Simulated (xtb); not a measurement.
Sn(Cl)3(NH2) (Cl₃H₂NSn), SMILES [NH2][Sn]([Cl])([Cl])[Cl]. All values are semi-empirical tight-binding results from xtb (GFN2-xTB unless named), good for trends rather than for accurate numbers. Geometry optimised at GFN2-xTB. The structure was generated by enumeration; whether it is a known compound was not checked. One conformer was computed; it need not be the lowest.

Optimised geometry:

```xyz
7

N      2.1975    -0.3701    -0.2518
Sn     0.1830    -0.0315    -0.0159
Cl    -0.9285    -1.3166    -1.5578
Cl    -0.2168     2.1930    -0.4260
Cl    -0.6019    -0.5672     2.1134
H      2.4330    -1.3259    -0.0020
H      2.7383     0.2349     0.3586
```
Charge 0, spin multiplicity 1.

For metal compounds this method's bond lengths and energies can be far off.

Computed properties:
```json
{
 "orbital_gap": "2.67 eV",
 "zero_point_energy": "16.6 kcal/mol",
 "G − E(el) at 298.15 K (modified RRHO)": "-6.5 kcal/mol"
}
```

Computed atomic charges and the Wiberg bond orders between heavy atoms:
charges (e) N1 -0.37, Sn2 0.45, Cl3 -0.13, Cl4 -0.14, Cl5 -0.17, H6 0.18, H7 0.18. Bond orders N1–Sn2 0.74, Sn2–Cl3 0.84, Sn2–Cl4 0.84, Sn2–Cl5 0.78.
